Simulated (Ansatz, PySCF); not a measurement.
Cl₂I, SMILES Cl[I-]Cl, charge -1.

The structure is a stationary point at B3LYP-D3(BJ)/def2-SVPD. The def2 effective core potentials stand for the cores of I; spin–orbit coupling is left out.

Estimates of the vertical detachment energy (IE) of the anion in eV. Rows of orbital energies are one-electron estimates, which approximate functionals can put far too low.

```json
[
 {"level": "−ε(HOMO), −ε(LUMO), PBE0/def2-TZVPD (PySCF)", "IE": "2.89"},
 {"level": "−ε(HOMO), −ε(LUMO), PBE/def2-TZVPD (PySCF)", "IE": "1.66"},
 {"level": "ΔSCF, PBE0/def2-SVPD (Ansatz), final states of multiplicity 2", "IE": "4.91"},
 {"level": "ΔSCF, PBE/def2-SVPD (Ansatz), final states of multiplicity 2", "IE": "___"}
]
```

Fill in the missing entries. (The exact figures need the calculation; the answer reports its results.)


- ΔSCF, PBE/def2-SVPD (Ansatz, a first-principles code), final states of multiplicity 2, IE: 4.46

What vertical singlet–triplet gap does ΔSCF give with PBE0/def2-SVPD (Ansatz) and with PBE/def2-SVPD (Ansatz)? (Estimate from the structure and the level; the computed values follow.)

2.52 and 2.39 eV (triplet above singlet where positive).
